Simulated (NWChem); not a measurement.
Molecule: TiH2Cl2; SMILES [Cl][TiH2][Cl]

Results from NWChem. Geometry: optimised at B3LYP/6-31G* (spherical d).

For level PBE0/STO-3G:

| Property | Result |
|---|---|
| highest occupied level (eV) | -7.59 |
| orbital gap (eV) | 8.00 |
| dipole (D) | 0.18 |

Task: How do the values read with level PBE0/3-21G instead?

Result: 
| Item | Result |
|---|---|
| highest occupied level (eV) | -9.91 |
| orbital gap (eV) | 6.23 |
| dipole (D) | 0.97 |
